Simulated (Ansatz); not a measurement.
C$_{4}$H$_{5}$BO$_{2}$S (`OB(O)c1cccs1`). Charge 0, multiplicity 1. The geometry is a stationary point of PBE0-D4/def2-TZVP. It is one conformer, not always the lowest.

```xyz
13

O     0.344   -2.096    1.577
B     0.702   -0.790    1.381
O     1.565   -0.220    2.266
C     0.173    0.065    0.203
C    -0.697   -0.285   -0.805
C    -0.962    0.755   -1.718
C    -0.286    1.900   -1.397
S     0.655    1.698    0.001
H    -0.264   -2.436    0.919
H     1.834   -0.832    2.957
H    -1.142   -1.270   -0.893
H    -1.620    0.667   -2.573
H    -0.301    2.845   -1.918
```

Problem. What is the dipole moment at ωB97M-V/def2-TZVPP? (Estimate.)

Solution. Computed: 1.67 D, with components (-1.04, -0.92, -0.94) D in this frame, pointing from negative to positive charge.

Problem. And with PBE, r2SCAN, B3LYP? (Estimate.)

Solution. Ansatz gave: PBE 1.61 D, r2SCAN 1.73 D, B3LYP 1.71 D.

Problem. Give the Mulliken charges with ωB97M-V, r2SCAN, PBE in def2-TZVPP. (Estimate.)

Solution. Computed: 
| atom | ωB97M-V | r2SCAN | PBE |
| --- | --- | --- | --- |
| O1 | -0.31 | -0.34 | -0.28 |
| B2 | 0.29 | 0.35 | 0.22 |
| O3 | -0.31 | -0.34 | -0.28 |
| C4 | -0.06 | -0.07 | -0.02 |
| C5 | -0.15 | -0.13 | -0.16 |
| C6 | -0.13 | -0.15 | -0.14 |
| C7 | -0.16 | -0.10 | -0.10 |
| S8 | 0.13 | 0.10 | 0.06 |
| H9 | 0.19 | 0.21 | 0.20 |
| H10 | 0.19 | 0.21 | 0.20 |
| H11 | 0.09 | 0.06 | 0.07 |
| H12 | 0.12 | 0.10 | 0.12 |
| H13 | 0.12 | 0.10 | 0.11 |

B3LYP here is the variant with VWN-RPA as its local correlation; programs differ in this.
